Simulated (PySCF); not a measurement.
**Polarisability and C₆ of Rh³⁺ (rhodium, charge +3)**

[Kr] 4d6, high-spin 5D determinant. Computed with PySCF 2.14 in x2c-TZVPPall with one added diffuse shell each of s, p, d, f type (9s7p7d3f1g, 95 functions), with the spin-free X2C one-electron Hamiltonian (Gaussian nucleus). Coupled (time-dependent) response in atomic units; α is the mean over directions.

```csv
method,mean α (bohr³),"α xx, yy, zz",C₆ (like pair),S(−4)
UHF,4.335,"4.465, 4.465, 4.076",19.66,3.524
PBE,4.730,"4.876, 4.876, 4.439",21.57,4.788
PBE0,4.579,"4.720, 4.720, 4.298",20.84,4.273
```

S(−4) is the Cauchy moment in α(ω) = α(0) + S(−4) ω² + …

Spin-orbit coupling is absent.

α(iu) at PBE0:

```json
{"u (hartree)": "0", "α(iu) (bohr³)": "4.579"}
{"u (hartree)": "0.0500", "α(iu) (bohr³)": "4.569"}
{"u (hartree)": "0.100", "α(iu) (bohr³)": "4.537"}
{"u (hartree)": "0.200", "α(iu) (bohr³)": "4.419"}
{"u (hartree)": "0.300", "α(iu) (bohr³)": "4.244"}
{"u (hartree)": "0.500", "α(iu) (bohr³)": "3.812"}
{"u (hartree)": "0.750", "α(iu) (bohr³)": "3.263"}
{"u (hartree)": "1.00", "α(iu) (bohr³)": "2.783"}
{"u (hartree)": "1.50", "α(iu) (bohr³)": "2.047"}
{"u (hartree)": "2.00", "α(iu) (bohr³)": "1.540"}
{"u (hartree)": "3.00", "α(iu) (bohr³)": "0.9326"}
{"u (hartree)": "5.00", "α(iu) (bohr³)": "0.4307"}
```

A single London oscillator, α(iu) = α/(1 + u²/ω²), gives C₆ = (3/4) ω α². Matching the computed C₆ needs ω = 4 × 20.84 / (3 × 4.579²) = 1.33 hartree.

For an ion, C₆ is the dispersion term alone; charge-induced terms of lower order in 1/R come first.

The components differ because the open shell of this determinant is not spherical; for a pure term their mean is the scalar polarisability.
